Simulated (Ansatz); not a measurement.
Reaction (ligand exchange at the Si–Te bond): `Cl[Si](Cl)(Cl)[TeH]` + `O[Si](F)(F)F` → `F[Si](F)(F)O[Si](Cl)(Cl)Cl` + H₂Te

Computed with Ansatz on PBE0-D4/def2-TZVP structures; ΔE is electronic, products minus reactants. CBS: MP2 limit from def2 TZ/QZ plus the TZ coupled-cluster correction, frozen cores. Functionals use def2-TZVPP. Elements past krypton have def2 core potentials. For Te outer-core shells are correlated without core-valence functions, which leaves a few kJ/mol of doubt a bond. Each species was taken in one conformer, which may not be the lowest.

```csv
level,ΔE (kJ/mol),difference from CCSD(T)/CBS
BLYP-D4,-63.2,-3.8
B97M-V,-75.2,-15.8
BHLYP-D4,-76.2,-16.8
B2PLYP,-66.0,-6.6
r2SCANh,-62.4,-3.0
CAM-B3LYP,-75.9,-16.5
RPA@PBE/def2-TZVPP,-73.3,-13.9
MP2/def2-SVP,-66.7,-7.3
SCS-MP2/def2-TZVPP,-67.0,-7.6
CCSD/def2-TZVPP,-75.3,-15.9
CCSD(T)/CBS,-59.4,0
```

Largest T1 diagnostic among the species: 0.011.

From PBE to PBE0 (25 % exact exchange), in def2-TZVPP and without D4, ΔE moves by −8.2 kJ/mol. In def2-TZVPP, CCSD(T) changes the Hartree–Fock value by +21.9 kJ/mol (the triples alone add +4.8 kJ/mol) and MP2 by +34.0 kJ/mol.
